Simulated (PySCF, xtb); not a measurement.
O2Pb2, SMILES [O]1[Pb]2=[Pb]1[O]2.

xtb with GFN2-xTB at its own geometry gives an orbital gap of 2.23 eV and a dipole moment of 0.12 D.

Geometry optimised at B3LYP-D3(BJ)/def2-SVP. The def2 effective core potentials stand for the cores of Pb; spin–orbit coupling is left out.

**Question.** What does M06-2X/def2-TZVPD (PySCF) give? (An estimate is asked for; the answer gives what the named calculation found.)

**Answer.** gap 6.40 eV (levels -7.73 and -1.33 eV), dipole 0.00 D.
